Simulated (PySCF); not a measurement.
F7Re (SMILES [F][Re]([F])([F])([F])([F])([F])[F]), singlet, geometry from GFN2-xTB (such geometries of metal compounds can be far from the true shape) (core potentials on Re); DF-B3LYP/LANL2DZ (PySCF).

Here is a job for PySCF.
```python
from pyscf import gto, scf, dft

mol = gto.Mole()
mol.atom = '''
    Re    0.00000000    0.00000000    0.00000000
    F     0.26548101    1.80612236   -0.29229660
    F     0.04380752   -0.28931968   -1.74793913
    F    -0.04380752    0.28931968    1.74793913
    F    -1.65749255    0.80027314   -0.17400229
    F     0.86031045   -1.61084100    0.28818856
    F    -1.28986775   -1.31152636    0.18475728
    F     1.82156884    0.31597187   -0.00664695
'''
mol.basis = 'lanl2dz'
mol.ecp = {'Re': 'lanl2dz'}
mol.verbose = 5
mol.build()

mf = dft.RKS(mol)
mf.xc = 'b3lyp'
mf = mf.density_fit(auxbasis='def2-universal-jkfit')
mf.kernel()
```

Output, abridged:

```
PySCF version 2.14.0

[INPUT] verbose = 5
[INPUT] max_memory = 4000
[INPUT] num. atoms = 8
[INPUT] num. electrons = 78
[INPUT] charge = 0
[INPUT] spin (= nelec alpha-beta = 2S) = 0
[INPUT] symmetry False subgroup None
[INPUT] Mole.unit = angstrom
[INPUT] Symbol           X                Y                Z      unit          X                Y                Z       unit  Magmom
[...]
[INPUT] ---------------- BASIS SET ----------------
[INPUT] l, kappa, [nprim/nctr], expnt,             c_1 c_2 ...
[INPUT] F
[...]
                                1506              0.00887
                                350.3             0.04238
                                104.1             0.142929
                                34.84             0.355372
                                12.22             0.462085
                                4.369             0.140848
[...]
                                1.208             1.05527
[...]
                                10.08             0.130107
                                2.996             0.396166
                                0.9383            0.620404
[...]
[INPUT] Re
[...]
                                1.451             1.9938647 -2.0758927
                                0.4585            0.4531166 -1.1922396
                                0.2314               0 1.2272864
[...]
                                1.271             0.7458683
                                0.4644            0.4632686
[...]
                                0.089             1.0503671
[...]
                                0.4267            0.6209591
[...]
nuclear repulsion = 612.838844825321
number of shells = 42
number of NR pGTOs = 213
number of NR cGTOs = 85
basis = lanl2dz
ecp = {'Re': 'lanl2dz'}

******** <class 'pyscf.df.df_jk.DFRKS'> ********
method = DFRKS
initial guess = minao
damping factor = 0
level_shift factor = 0
DIIS = <class 'pyscf.scf.diis.CDIIS'>
diis_start_cycle = 1
diis_space = 8
diis_damp = 0
SCF conv_tol = 1e-09
SCF conv_tol_grad = None
SCF max_cycles = 50
direct_scf = False
XC library pyscf.dft.libxc version 7.1.2
    S. Lehtola, C. Steigemann, M. J. T. Oliveira, and M. A. L. Marques,  SoftwareX 7, 1–5 (2018)
XC functionals = b3lyp
    P. J. Stephens, F. J. Devlin, C. F. Chabalowski, and M. J. Frisch,  J. Phys. Chem. 98, 11623 (1994)
radial grids:
    Treutler-Ahlrichs [JCP 102, 346 (1995); DOI:10.1063/1.469408] (M4) radial grids

becke partition: Becke, JCP 88, 2547 (1988); DOI:10.1063/1.454033
pruning grids: <function nwchem_prune>
grids dens level: 3
symmetrized grids: False
atomic radii adjust function: <function treutler_atomic_radii_adjust>
small_rho_cutoff = 0
Set gradient conv threshold to 3.16228e-05
Initial guess from minao.
atom Re rad-grids = 100, ang-grids = [ 50  50  50  50  50  50  50  50  50  50  50  50  50  50  50  50  50  50
  50  50  50  50  50  50  50  50  50  50  86  86  86  86  86  86  86  86
  86  86  86  86  86  86  86  86 350 350 350 350 350 350 350 350 350 350
 350 434 434 434 434 434 434 434 434 434 434 434 434 434 434 434 434 434
 434 434 434 434 434 434 350 350 350 350 350 350 350 350 350 350 350 350
 350 350 350 350 350 350 350 350 350 350]
atom F rad-grids = 75, ang-grids = [ 50  50  50  50  50  50  50  50  50  50  50  50  50  50  50  50  50  50
  50  50  50  50  86  86  86  86  86  86  86  86  86 266 266 266 266 266
 266 302 302 302 302 302 302 302 302 302 302 302 302 302 302 302 302 302
 302 302 266 266 266 266 266 266 266 266 266 266 266 266 266 266 266 266
 266 266 266]
tot_boxes 2940, boxes in each direction [12 12 13]
Padding 2 grids
tot grids = 124144
nelec by numeric integration = 77.9636180849446
******** <class 'pyscf.df.df.DF'> ********
auxbasis = def2-universal-jkfit
num shells = 220, num cGTOs = 766
size of aux basis 766
int3c2e [1/1], AO [0:42], nrow = 3655
E1 = -2339.992454994648  E2 = 950.6184996336314  Ecoul = 1032.3995630016277  Exc = -81.78106336799637
init E= -776.535110535695
cond(S) = 169.06176846442526
[...]
  mo_energy =
[-24.84202611 -24.84201398 -24.84201277 -24.84200604 -24.84200364
 -24.84067741 -24.84066664  -2.42825095  -1.29564299  -1.29117434
  -1.29117285  -1.24226816  -1.22237092  -1.20453694  -1.20453402
  -1.04881297  -1.0488129   -1.03980864  -0.53579333  -0.53579208
  -0.51467728  -0.51467686  -0.5103115   -0.49461151  -0.48773645
  -0.47175107  -0.47175071  -0.45903499  -0.45903411  -0.45871802
  -0.45871479  -0.45803641  -0.45803397  -0.44941935  -0.44941865
  -0.41426411  -0.41426299  -0.40719358  -0.40512855   0.02763305
   0.02810373   0.02810439   0.15246128   0.29448667   0.29449171
   0.32127603   0.34301539   0.34302173   0.38662526   0.3866338
   0.40576247   0.65591931   0.65592103   0.67817032   0.72588582
   0.72588715   0.72780397   0.78157219   0.78885839   0.78886609
   0.80298552   0.80298783   0.86881684   0.86881878   0.93783659
   0.93784701   1.00246314   1.00247352   1.05923928   1.05924411
   1.17131273   1.17275166   1.21544191   1.21544743   1.22492189
   1.22493137   1.22695088   1.93120759   1.98470977   1.98471897
   2.01657466   2.14889027   2.14891586   2.3083137   12.649854  ]
nelec by numeric integration = 77.99999373324987
E1 = -2322.250405905509  E2 = 934.2206447490875  Ecoul = 1018.0557458503258  Exc = -83.8351011012384
cycle= 1 E= -775.1909163311  delta_E= 1.34  |g|=  2.9  |ddm|= 3.65

WARN: HOMO -0.342335902547364 == LUMO -0.342322233781577

  mo_energy =
[-2.44323988e+01 -2.44323949e+01 -2.43113297e+01 -2.43113174e+01
 -2.43113070e+01 -2.43112786e+01 -2.43112767e+01 -4.82666939e+00
 -3.31979583e+00 -3.31048425e+00 -3.31048331e+00 -1.56058655e+00
 -1.44153610e+00 -1.44150486e+00 -1.35756037e+00 -1.34081725e+00
 -1.34081112e+00 -1.30633831e+00 -1.21259664e+00 -1.21258129e+00
 -1.02397274e+00 -1.02396332e+00 -1.01229791e+00 -5.92038879e-01
 -5.18822827e-01 -5.18820050e-01 -5.17447220e-01 -4.87282398e-01
 -4.87278999e-01 -4.58090259e-01 -4.58077642e-01 -4.48132586e-01
 -4.29310052e-01 -4.29305200e-01 -3.88416679e-01 -3.88410812e-01
[...]
 -4.64066098e-01 -4.64059411e-01 -4.28633877e-01 -2.92748811e-01
 -2.92746022e-01 -1.75347337e-01 -1.75344620e-01 -8.23928873e-02
  2.44357895e-02  3.19885999e-02  3.19893117e-02  4.60015886e-02
  2.12910008e-01  2.52508152e-01  2.52513955e-01  4.04065017e-01
  4.04441231e-01  4.04447828e-01  4.20006034e-01  4.20013045e-01
  5.12831094e-01  7.32545155e-01  7.49600119e-01  7.49602390e-01
  7.72522710e-01  7.72534855e-01  8.33287215e-01  8.33291280e-01
  8.78775919e-01  8.78784468e-01  9.42956107e-01  9.42961759e-01
  9.68251220e-01  9.68256178e-01  1.06639775e+00  1.07376235e+00
  1.15281566e+00  1.15282191e+00  1.16419057e+00  1.16419989e+00
  1.18133051e+00  1.89650655e+00  1.90883880e+00  1.93002985e+00
  1.93004655e+00  2.03884325e+00  2.03887230e+00  2.23797695e+00
  1.19567554e+01]
nelec by numeric integration = 77.99999641037604
E1 = -2326.0729144203397  E2 = 935.1599025948793  Ecoul = 1016.8210361653424  Exc = -81.66113357046311
cycle= 12 E= -778.074167000139  delta_E= 6.16e-10  |g|= 0.000141  |ddm|= 0.000171
[...]
  mo_energy =
[-2.48277906e+01 -2.48277890e+01 -2.47829344e+01 -2.47829317e+01
 -2.47829257e+01 -2.47829173e+01 -2.47829074e+01 -3.60675522e+00
 -2.20478911e+00 -2.19269364e+00 -2.19269300e+00 -1.33906847e+00
 -1.30626767e+00 -1.28765412e+00 -1.25463591e+00 -1.25462809e+00
 -1.25056873e+00 -1.25056293e+00 -6.84164843e-01 -6.62984287e-01
 -6.62983851e-01 -6.51552691e-01 -6.51546294e-01 -6.05019701e-01
 -5.54659504e-01 -5.54659303e-01 -5.54614639e-01 -5.25970884e-01
 -5.25966680e-01 -5.17985827e-01 -5.17781433e-01 -5.17779903e-01
 -4.95300266e-01 -4.95298350e-01 -4.84924406e-01 -4.84921103e-01
 -4.64066405e-01 -4.64062184e-01 -4.28635401e-01 -2.92750603e-01
 -2.92749809e-01 -1.75349495e-01 -1.75348103e-01 -8.23951205e-02
  2.44358092e-02  3.19884660e-02  3.19890414e-02  4.60008407e-02
  2.12909516e-01  2.52508123e-01  2.52512759e-01  4.04064606e-01
  4.04441288e-01  4.04445973e-01  4.20005079e-01  4.20012228e-01
  5.12830283e-01  7.32545098e-01  7.49600191e-01  7.49601172e-01
  7.72522160e-01  7.72533339e-01  8.33286751e-01  8.33289666e-01
  8.78774907e-01  8.78783481e-01  9.42956245e-01  9.42959447e-01
  9.68249842e-01  9.68257128e-01  1.06639712e+00  1.07376168e+00
  1.15281538e+00  1.15282092e+00  1.16419109e+00  1.16419850e+00
  1.18132956e+00  1.89650614e+00  1.90883891e+00  1.93003094e+00
  1.93004327e+00  2.03884136e+00  2.03887141e+00  2.23797643e+00
  1.19567527e+01]
nelec by numeric integration = 77.99999641027435
E1 = -2326.07302946022  E2 = 935.1600176308618  Ecoul = 1016.8211530893057  Exc = -81.66113545844381
cycle= 13 E= -778.074167004037  delta_E= -3.9e-09  |g|= 1.43e-05  |ddm|= 0.000104
[...]
  mo_energy =
[-2.48277910e+01 -2.48277894e+01 -2.47829339e+01 -2.47829317e+01
 -2.47829245e+01 -2.47829138e+01 -2.47829118e+01 -3.60675509e+00
 -2.20478901e+00 -2.19269353e+00 -2.19269287e+00 -1.33906886e+00
 -1.30626751e+00 -1.28765453e+00 -1.25463528e+00 -1.25462839e+00
 -1.25056844e+00 -1.25056288e+00 -6.84165051e-01 -6.62984286e-01
 -6.62984076e-01 -6.51552473e-01 -6.51546207e-01 -6.05019648e-01
 -5.54659814e-01 -5.54659543e-01 -5.54614929e-01 -5.25970551e-01
 -5.25966671e-01 -5.17985804e-01 -5.17781331e-01 -5.17779887e-01
 -4.95300363e-01 -4.95298459e-01 -4.84924238e-01 -4.84920970e-01
 -4.64066173e-01 -4.64062063e-01 -4.28635217e-01 -2.92750531e-01
 -2.92749859e-01 -1.75349204e-01 -1.75348105e-01 -8.23951448e-02
  2.44357527e-02  3.19884407e-02  3.19891197e-02  4.60008273e-02
  2.12909455e-01  2.52508167e-01  2.52512708e-01  4.04064604e-01
  4.04441364e-01  4.04445820e-01  4.20005122e-01  4.20012284e-01
  5.12830197e-01  7.32544917e-01  7.49600008e-01  7.49601294e-01
  7.72522168e-01  7.72533612e-01  8.33287216e-01  8.33289402e-01
  8.78774976e-01  8.78783543e-01  9.42956180e-01  9.42959732e-01
  9.68249544e-01  9.68257153e-01  1.06639703e+00  1.07376163e+00
  1.15281543e+00  1.15282084e+00  1.16419122e+00  1.16419830e+00
  1.18132971e+00  1.89650605e+00  1.90883863e+00  1.93003138e+00
  1.93004304e+00  2.03884181e+00  2.03887121e+00  2.23797635e+00
  1.19567528e+01]
nelec by numeric integration = 77.99999641029552
E1 = -2326.073028441907  E2 = 935.160016612519  Ecoul = 1016.821152270194  Exc = -81.66113565767502
cycle= 14 E= -778.074167004067  delta_E= -2.98e-11  |g|= 8.69e-06  |ddm|= 1.54e-05
[...]
  mo_energy =
[-2.48277899e+01 -2.48277883e+01 -2.47829340e+01 -2.47829327e+01
 -2.47829242e+01 -2.47829202e+01 -2.47829061e+01 -3.60675446e+00
 -2.20478838e+00 -2.19269299e+00 -2.19269231e+00 -1.33906814e+00
 -1.30626764e+00 -1.28765379e+00 -1.25463540e+00 -1.25462859e+00
 -1.25056861e+00 -1.25056305e+00 -6.84164444e-01 -6.62984045e-01
 -6.62983556e-01 -6.51552426e-01 -6.51546270e-01 -6.05019630e-01
 -5.54659233e-01 -5.54659063e-01 -5.54614386e-01 -5.25970663e-01
 -5.25966923e-01 -5.17985773e-01 -5.17781348e-01 -5.17779910e-01
 -4.95300053e-01 -4.95298303e-01 -4.84923636e-01 -4.84921934e-01
 -4.64066355e-01 -4.64062302e-01 -4.28635438e-01 -2.92750242e-01
 -2.92749440e-01 -1.75349105e-01 -1.75347832e-01 -8.23945740e-02
  2.44358367e-02  3.19884515e-02  3.19890655e-02  4.60009463e-02
  2.12909605e-01  2.52508160e-01  2.52512888e-01  4.04064645e-01
  4.04441385e-01  4.04446178e-01  4.20005106e-01  4.20012352e-01
  5.12830453e-01  7.32545249e-01  7.49600372e-01  7.49601141e-01
  7.72521727e-01  7.72533742e-01  8.33286061e-01  8.33290337e-01
  8.78774964e-01  8.78783519e-01  9.42955811e-01  9.42959934e-01
  9.68249992e-01  9.68257175e-01  1.06639728e+00  1.07376179e+00
  1.15281545e+00  1.15282098e+00  1.16419115e+00  1.16419855e+00
  1.18132954e+00  1.89650624e+00  1.90883914e+00  1.93003093e+00
  1.93004330e+00  2.03884198e+00  2.03887086e+00  2.23797654e+00
  1.19567531e+01]
nelec by numeric integration = 77.99999641025671
E1 = -2326.0730142140824  E2 = 935.1600023848104  Ecoul = 1016.8211388088608  Exc = -81.66113642405053
Extra cycle  E= -778.074167003951  delta_E= 1.16e-10  |g|= 2.56e-05  |ddm|= 2.59e-05
converged SCF energy = -778.074167003951
```
